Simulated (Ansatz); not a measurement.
Geometry optimisation, Ansatz, DFT PBE, scalar-relativistic, plane waves, PAW.

The input (input.yaml):

```yaml
crystal:
  lattice:
    - [0.0, 5.43, 5.43]
    - [5.43, 0.0, 5.43]
    - [5.43, 5.43, 0.0]
  atoms:
    - { symbol: Si, position: [0.0, 0.0, 0.0] }
    - { symbol: Si, position: [0.125, 0.125, 0.125] }
    - { symbol: Si, position: [0.0, 0.0, 0.5] }
    - { symbol: Si, position: [0.125, 0.125, 0.625] }
    - { symbol: Si, position: [0.0, 0.5, 0.0] }
    - { symbol: Si, position: [0.125, 0.625, 0.125] }
    - { symbol: Si, position: [0.0, 0.5, 0.5] }
    - { symbol: Si, position: [0.125, 0.625, 0.625] }
    - { symbol: Si, position: [0.5, 0.0, 0.0] }
    - { symbol: Si, position: [0.625, 0.125, 0.125] }
    - { symbol: Si, position: [0.5, 0.0, 0.5] }
    - { symbol: Si, position: [0.625, 0.125, 0.625] }
    - { symbol: Si, position: [0.5, 0.5, 0.0] }
    - { symbol: Si, position: [0.625, 0.625, 0.125] }
    - { symbol: Si, position: [0.5, 0.5, 0.5] }
    - { symbol: Si, position: [0.625, 0.625, 0.625] }
    - { symbol: Si, position: [0.8711373, 0.3865831, 0.3684005] }
basis:
  ecutwfc: 420.0
kpoints:
  mp_grid: { grid: [2, 2, 2] }
hamiltonian:
  xc: pbe
  pseudopotentials: { kind: paw, azcp: { folder: soft_1 } }
scf:
  occupations: { method: gaussian, width: 0.02 }
  lower_state_search: "off"
relax:
  f_tol: 0.03
  max_steps: 60
  adjacent_minimum: "off"
```

Launched with:

```bash
$ ansatz run input.yaml --threads 1 --pin off --max-ram 3072MiB --backend cpu --events-out ev --progress --plain --runs-dir out
```

Problem. Where does it end, and by what steps?

Solution. It converged. The force dipped under the threshold on the way, but the program's further checks kept it going. After 3 steps the energy has fallen by 0.146 eV; Si17 moved furthest, 0.07 Å.

```tsv
step	energy less start (eV)	largest force component (eV/Å)	accepted
0	0.0000	0.730	yes
1	-0.1276	0.237	yes
2	-0.1461	0.025	yes
3	-0.1461	0.025	yes
```

```xyz
17
Lattice="0.0000 5.4300 5.4300 5.4300 0.0000 5.4300 5.4300 5.4300 0.0000" Properties=species:S:1:pos:R:3
Si 0.005 -0.006 -0.002
Si 1.325 1.353 1.361
Si 2.697 2.732 -0.017
Si 4.075 4.104 1.361
Si 2.692 -0.028 2.742
Si 4.072 1.355 4.108
Si 5.455 2.736 2.741
Si 6.792 4.066 4.078
Si 0.005 2.717 2.721
Si 1.357 4.072 4.073
Si 2.712 5.424 2.720
Si 4.075 6.784 4.040
Si 2.710 2.718 5.426
Si 4.073 4.035 6.789
Si 5.456 5.403 5.408
Si 6.822 6.785 6.788
Si 4.077 6.781 6.793
```

The run took 15 s on 1 thread of Arm Neoverse V2, with other jobs on the host, peak memory 0.49 GiB.
